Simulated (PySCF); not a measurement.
A GIAO shielding run with PySCF (density fitting, scalar relativity only through the core potential, gas phase) on trans-[OsO2Cl4]2-, [Cl4O2Os]2-:

```
{"job": {"kind": "nmr", "xc": "wB97X-D", "basis": {"default": "pcSseg-1", "Os": "def2-TZVP"}, "pop": false}, "charge": -2, "multiplicity": 1}
Os    -0.000166    -0.000188     0.000145
O     -0.015536    -0.006038     1.728342
O      0.014934     0.005631    -1.728021
Cl     2.436424     0.005579     0.020611
Cl    -2.436515    -0.004677    -0.021341
Cl     0.000223     2.436359     0.008900
Cl     0.000647    -2.436667    -0.008647
```

Hardware: 1 thread of an Arm Neoverse V1, shared host.

Question: How large is the calculation?

Answer: 102 electrons, 170 basis functions and 1001 auxiliary functions.

Question: How long does it take?

Answer: 48 s of wall time, with 17 SCF cycles and 8 response iterations. Times on a shared host scatter by some tens of per cent.

Question: And these other runs on the same molecule and hardware: GIAO shielding at PBE0/pcSseg-1 (def2-TZVP on Os)?

Answer: PBE0/pcSseg-1 (def2-TZVP on Os): 170 functions, 42 s.
